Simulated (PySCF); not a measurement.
# Computed records: GeH$_{9}$NSi$_{2}$, CH$_{4}$GeSi

All values are calculated (PySCF 2.14.0). Calculation on a computer-drawn molecule: the log of a Hartree-Fock and frozen-core CCSD(T) single point meant for a local Hartree-Fock minimum, with one planted fault or none, to be diagnosed. Offsets are logged minus clean, where the clean run is the same molecule without the fault. The reference is restricted for singlets and unrestricted otherwise, and also for a bond in bohr or an excited solution. Adding or removing an electron swaps singlet and doublet. The excited solution moves the top pair (singlet) or top alpha electron (doublet) to the lowest empty orbital. Highest occupied and lowest empty are orbital energies over both spins, largest force is the largest gradient component, triples share is (T) over the correlation energy, the T1 limit is 0.02 restricted and 0.045 unrestricted, electrons count all cores, a negative frequency is imaginary (commonest isotopes), and the dipole is about the centre of nuclear charge; on germanium a core potential holds 10 electrons, which the energies leave out, and 3d is frozen in MP2 and coupled-cluster steps.

Common to all runs: meant charge 0; meant multiplicity 1; meant basis cc-pV(D+d)Z; meant basis and core potential on germanium cc-pVDZ-PP ECP10MDF; logged SCF converged yes; logged CC converged yes; logged SCF stable within its kind yes; possible faults no fault, one electron removed, one electron added, multiplicity raised by two, geometry at a saddle point, SCF held on an excited solution, minimal basis STO-3G, one bond length entered in bohr, all coordinates scaled.

(1) 
```xyz
13
formula=GeH9NSi2 logged_electrons=76 logged_basis_functions=128 logged_spin_squared=0 logged_highest_occupied=-9.9742 logged_lowest_empty=3.1444 logged_largest_force=9.373e-06 logged_lowest_frequency=31.69 logged_T1_diagnostic=0.011979 logged_D1_diagnostic=0.029417 logged_triples_share=0.025377 logged_dipole_magnitude=1.1588 logged_energy_HF=-930.95709 logged_energy_CCSD(T)=-931.521 planted_fault=no_fault HF_energy_offset_from_clean_run=0 CCSD(T)_energy_offset_from_clean_run=0
Si     0.5363     4.0003    -0.7112
Si    -0.8724     2.1097    -0.9190
N     -1.0641     1.3338     0.6168
Ge    -1.3221    -0.4540     1.0054
H      1.9101     3.5934    -0.3248
H      0.0134     4.9135     0.3386
H      0.6066     4.7528    -1.9889
H     -0.2735     1.1222    -1.8491
H     -2.1573     2.5521    -1.5277
H     -1.2751     1.9416     1.3899
H     -0.7774    -0.7107     2.4128
H     -0.5551    -1.2672    -0.0355
H     -2.8077    -0.8364     0.9662
```

Units: logged_highest_occupied, logged_lowest_empty in eV; logged_largest_force in hartree/bohr; logged_lowest_frequency in cm⁻¹; logged_dipole_magnitude in debye; logged_energy_HF, logged_energy_CCSD(T) in hartree; HF_energy_offset_from_clean_run, CCSD(T)_energy_offset_from_clean_run in kcal/mol.

Drawn bonds:
```tsv
atom	other atom	order
1	2	1
2	3	1
3	4	1
1	5	1
1	6	1
1	7	1
2	8	1
2	9	1
3	10	1
4	11	1
4	12	1
4	13	1
```

(2) 
```xyz
13
formula=GeH9NSi2 logged_electrons=77 logged_basis_functions=128 logged_spin_squared=0.7583 logged_highest_occupied=2.2804 logged_lowest_empty=7.7278 logged_largest_force=0.03352 logged_T1_diagnostic=0.019951 logged_D1_diagnostic=0.11263 logged_triples_share=0.030072 logged_dipole_magnitude=5.0957 logged_energy_HF=-930.85596 logged_energy_CCSD(T)=-931.45112 planted_fault=one_electron_added HF_energy_offset_from_clean_run=63.46 CCSD(T)_energy_offset_from_clean_run=43.86
Si     0.5363     4.0003    -0.7112
Si    -0.8724     2.1097    -0.9190
N     -1.0641     1.3338     0.6168
Ge    -1.3221    -0.4540     1.0054
H      1.9101     3.5934    -0.3248
H      0.0134     4.9135     0.3386
H      0.6066     4.7528    -1.9889
H     -0.2735     1.1222    -1.8491
H     -2.1573     2.5521    -1.5277
H     -1.2751     1.9416     1.3899
H     -0.7774    -0.7107     2.4128
H     -0.5551    -1.2672    -0.0355
H     -2.8077    -0.8364     0.9662
```

Units: logged_highest_occupied, logged_lowest_empty in eV; logged_largest_force in hartree/bohr; logged_dipole_magnitude in debye; logged_energy_HF, logged_energy_CCSD(T) in hartree; HF_energy_offset_from_clean_run, CCSD(T)_energy_offset_from_clean_run in kcal/mol.

Drawn bonds:
```tsv
atom	other atom	order
1	2	1
2	3	1
3	4	1
1	5	1
1	6	1
1	7	1
2	8	1
2	9	1
3	10	1
4	11	1
4	12	1
4	13	1
```

Notes: highest electron not bound in this basis.

(3) 
```xyz
7
formula=CH4GeSi logged_electrons=56 logged_basis_functions=80 logged_spin_squared=0 logged_highest_occupied=-8.3095 logged_lowest_empty=0.18938 logged_largest_force=0.059158 logged_T1_diagnostic=0.019502 logged_D1_diagnostic=0.057363 logged_triples_share=0.046394 logged_dipole_magnitude=2.7428 logged_energy_HF=-622.35205 logged_energy_CCSD(T)=-622.74331 planted_fault=all_coordinates_scaled,by_+9.7_% HF_energy_offset_from_clean_run=30.81 CCSD(T)_energy_offset_from_clean_run=19.75
Si    -1.4685    -1.6386     2.0792
C     -0.2841    -1.1636     0.5115
Ge    -0.8656    -1.3170    -1.3515
H     -2.8037    -2.0935     1.1777
H      0.8267    -0.7678     0.6905
H     -2.3816    -1.8515    -1.7857
H      0.0794    -0.9349    -2.6836
```

Units: logged_highest_occupied, logged_lowest_empty in eV; logged_largest_force in hartree/bohr; logged_dipole_magnitude in debye; logged_energy_HF, logged_energy_CCSD(T) in hartree; HF_energy_offset_from_clean_run, CCSD(T)_energy_offset_from_clean_run in kcal/mol.

Drawn bonds:
```tsv
atom	other atom	order
1	2	1
2	3	2
1	4	1
2	5	1
3	6	1
3	7	1
```
